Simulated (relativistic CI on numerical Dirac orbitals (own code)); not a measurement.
Ligand-field terms of d9

Computed with a parametric ligand-field model of a d^n configuration (Racah B and C, spin-orbit zeta, crystal field), exact diagonalisation.

Field parameters in Wybourne normalisation: Oh B⁴₀ = 21Dq, B⁴₄ = √(5/14) B⁴₀; Td as Oh with Dq negative (B⁴₀ = 21Dq, B⁴₄ = √(5/14) B⁴₀). The field is a parameter set, without covalency.

**Question.** Lowest levels for B = 600, C = 2380, ζ = 180 cm⁻¹, Td, 10Dq = -10550 cm⁻¹?

**Answer.** Γ7 0 (S 0.50), Γ8 265 (S 0.50), Γ8 10735 (S 0.50) cm⁻¹, with S from ⟨S²⟩ = S(S + 1). The ground level has 4.00 electrons in the cubic e pair.

**Question.** Lowest levels for B = 660, C = 2580, ζ = 350 cm⁻¹, Oh, 10Dq = 12250 cm⁻¹?

**Answer.** Γ8 0 (S 0.50), Γ7 11915 (S 0.50), Γ8 12455 (S 0.50) cm⁻¹, with S from ⟨S²⟩ = S(S + 1). The ground level has 3.00 electrons in the cubic e pair.

**Question.** Lowest levels for B = 570, C = 2160, ζ = 680 cm⁻¹, Oh, 10Dq = 13200 cm⁻¹?

**Answer.** Γ8 0 (S 0.50), Γ7 12571 (S 0.50), Γ8 13642 (S 0.50) cm⁻¹, with S from ⟨S²⟩ = S(S + 1). The ground level has 3.00 electrons in the cubic e pair.

**Question.** Lowest levels for B = 350, C = 1560, ζ = 440 cm⁻¹, Oh, 10Dq = 18450 cm⁻¹?

**Answer.** Γ8 0 (S 0.50), Γ7 18026 (S 0.50), Γ8 18701 (S 0.50) cm⁻¹, with S from ⟨S²⟩ = S(S + 1). The ground level has 3.00 electrons in the cubic e pair.

**Question.** Lowest levels for B = 780, C = 3550, ζ = 140 cm⁻¹, Oh, 10Dq = 31650 cm⁻¹?

**Answer.** Γ8 0 (S 0.50), Γ7 31511 (S 0.50), Γ8 31722 (S 0.50) cm⁻¹, with S from ⟨S²⟩ = S(S + 1). The ground level has 3.00 electrons in the cubic e pair.
